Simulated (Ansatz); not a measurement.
AlF$_{2}$H$_{2}$N (`[NH2][Al]([F])[F]`). Charge 0, multiplicity 1.

```xyz
6

N    -0.941   -0.172   -0.104
Al    0.766    0.140    0.084
F     1.820   -1.093    0.327
F     1.350    1.671    0.024
H    -1.358   -1.086   -0.077
H    -1.636    0.539   -0.254
```

(1) List the harmonic frequencies (cm⁻¹, unscaled) at PBE0-D4/def2-TZVP in Ansatz. (Estimate.)

(2) Is this a minimum?

(3) Give the ideal-gas thermochemistry at 298.15 K and 1 bar (rigid rotor, harmonic oscillator; point group C2v, symmetry number 2).

(4) And at 400, 500, 600, 800 and 1000 K?

Results:

(1) The calculation gave: 200, 245, 286, 371, 377, 677, 689, 934, 939, 1564, 3625, 3717.

(2) Yes, all 12 modes are real.

(3) Zero-point energy 81.5 kJ/mol; H(298) − E = 98.0 kJ/mol; entropy 299.0 J/(mol·K), of which translation 163.7, rotation 100.0, vibration 35.2; G(298) − E = 8.8 kJ/mol.

(4) 
| T (K) | H − E (kJ/mol) | S (J/mol/K) | G − E (kJ/mol) |
| --- | --- | --- | --- |
| 400 | 106.6 | 323.8 | -22.9 |
| 500 | 115.9 | 344.4 | -56.4 |
| 600 | 125.7 | 362.3 | -91.7 |
| 800 | 146.5 | 392.2 | -167.3 |
| 1000 | 168.4 | 416.7 | -248.2 |
